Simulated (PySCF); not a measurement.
A structure optimised at PBE-D3(BJ)/def2-SVP, used in a PySCF frequency run:

```
O
C 1 1.3588
C 1 1.3750 2 118.54
O 3 1.2078 1 125.02 2 0.00
H 2 1.0948 1 114.43 3 180.00
H 2 1.0977 5 126.75 1 180.00
H 3 1.1159 4 127.06 1 180.00
```
Charge 0, spin multiplicity 2.

Question: Write its SMILES, formula and point group.

Answer: [CH2]OC=O, C2H3O2, Cs

Question: What are its rotational constants (standard atomic weights)?

Answer: 23.256, 6.9250, 5.3361 GHz
